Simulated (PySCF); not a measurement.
# `O=COC1=COC(=O)CC1`, C$_{6}$H$_{6}$O$_{4}$

Geometry (Å), atoms numbered from 1 in this order:
```xyz
16

O     2.8601    1.6861    0.3431
C     2.9181    0.5258    0.0700
O     1.9166   -0.3291   -0.0984
C     0.5821    0.0179    0.0056
C     0.0936    1.2261    0.2837
O    -1.2502    1.4836    0.3090
C    -2.1604    0.4888    0.3844
O    -3.3263    0.7488    0.3083
C    -1.6058   -0.9026    0.6193
C    -0.3522   -1.1387   -0.2171
H     3.8566   -0.0328   -0.0845
H     0.6770    2.1147    0.4602
H    -1.3634   -0.9723    1.6843
H    -2.3856   -1.6294    0.3967
H    -0.6082   -1.2101   -1.2786
H     0.1402   -2.0680    0.0699
```

Level of theory: GIAO B3LYP/pcSseg-1 magnetisability, rotational g tensor and spin-rotation constants, non-relativistic, gas phase (PySCF 2.14.0). Geometry: GFN2-xTB.

(1) Give the nuclear spin-rotation constants along the inertial axes (H = +C I·J) beside the isotropic shieldings.

## Answers

(1) Rotational constants 3.5901, 0.8117, 0.6778 GHz. A star marks the isotopologue with that one atom substituted, in its own axes.
```csv
atom,isotope,Caa (kHz),Cbb (kHz),Ccc (kHz),mean (kHz),σ (ppm)
H11,1H,0.147,-0.040,-0.058,0.017,23.7
H12,1H,-0.073,0.029,-0.064,-0.036,23.2
H13,1H,-0.407,-0.092,0.026,-0.158,29.2
H14,1H,-0.123,-0.030,-0.078,-0.077,29.3
H15,1H,-0.372,-0.083,0.017,-0.146,28.9
H16,1H,-0.341,0.004,-0.068,-0.135,29.5
O1,17O*,-2.025,-0.514,-0.070,-0.870,-134.8
C2,13C*,1.919,0.234,0.182,0.778,20.0
O3,17O*,-0.917,-0.281,-0.096,-0.431,93.3
C4,13C*,1.738,0.262,0.151,0.717,36.1
C5,13C*,1.706,0.263,0.148,0.706,38.5
O6,17O*,-1.453,-0.188,-0.079,-0.574,89.3
C7,13C*,1.323,0.396,0.188,0.636,11.4
O8,17O*,-2.576,-0.401,-0.088,-1.022,-149.7
C9,13C*,0.625,0.129,0.122,0.292,149.0
C10,13C*,0.572,0.132,0.116,0.273,153.3
```
For the geometry as given, no vibrational averaging.
